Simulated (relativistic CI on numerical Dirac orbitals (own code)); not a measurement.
# d5 in a ligand field

Computed with a parametric ligand-field model of a d^n configuration (Racah B and C, spin-orbit zeta, crystal field), exact diagonalisation.

Field parameters in Wybourne normalisation: Oh B⁴₀ = 21Dq, B⁴₄ = √(5/14) B⁴₀. The field is a parameter set, without covalency.

**Question.** Ground term and bands for B = 370, C = 1360, ζ = 0 cm⁻¹, Oh, 10Dq = 14850 cm⁻¹?

**Answer.** Ground term 2T2 with 0.04 electrons in the two orbitals of the cubic e set. Spin-allowed: 2A2 13050 cm⁻¹ (766 nm), 2T1 13188 cm⁻¹ (758 nm), 2T2 14161 cm⁻¹ (706 nm), 2E 14934 cm⁻¹ (670 nm). Lowest spin-forbidden: 4T1 8212 cm⁻¹ (1218 nm), 4T2 10997 cm⁻¹ (909 nm), 6A1 11378 cm⁻¹ (879 nm).

**Question.** Ground term and bands for B = 400, C = 1540, ζ = 0 cm⁻¹, Oh, 10Dq = 9450 cm⁻¹?

**Answer.** Ground term 6A1 with 2.00 electrons in the two orbitals of the cubic e set. Spin-allowed: none. Lowest spin-forbidden: 2T2 1226 cm⁻¹, 4T1 3501 cm⁻¹ (2856 nm), 4T2 6290 cm⁻¹ (1590 nm). A high-spin d5 ion has no spin-allowed d-d band, hence its pale colour.

**Question.** Ground term and bands for B = 1040, C = 4580, ζ = 0 cm⁻¹, Oh, 10Dq = 13850 cm⁻¹?

**Answer.** Ground term 6A1 with 2.00 electrons in the two orbitals of the cubic e set. Spin-allowed: none. Lowest spin-forbidden: 4T1 22818 cm⁻¹ (438 nm), 4T2 28545 cm⁻¹ (350 nm), 2T2 28884 cm⁻¹ (346 nm). A high-spin d5 ion has no spin-allowed d-d band, hence its pale colour.

**Question.** A d5 ion in Oh symmetry has the ground term 2T2 and bands at 4T1 16096 cm⁻¹ (621 nm), 4T2 21211 cm⁻¹ (471 nm), 6A1 22167 cm⁻¹ (451 nm), 2A2 26076 cm⁻¹ (383 nm), 2T1 26316 cm⁻¹ (380 nm), 2T2 28157 cm⁻¹ (355 nm), 2E 29709 cm⁻¹ (337 nm). Which parameters reproduce them?

**Answer.** B = 680, C = 2860, ζ = 0 cm⁻¹, Oh, 10Dq = 29700 cm⁻¹.

**Question.** Ground term and bands for B = 760, C = 3080, ζ = 0 cm⁻¹, Oh, 10Dq = 38150 cm⁻¹?

**Answer.** Ground term 2T2 with 0.03 electrons in the two orbitals of the cubic e set. Spin-allowed: 2A2 34059 cm⁻¹ (294 nm), 2T1 34332 cm⁻¹ (291 nm), 2T2 36462 cm⁻¹ (274 nm), 2E 38139 cm⁻¹ (262 nm). Lowest spin-forbidden: 4T1 23256 cm⁻¹ (430 nm), 4T2 29045 cm⁻¹ (344 nm), 6A1 35649 cm⁻¹ (281 nm).
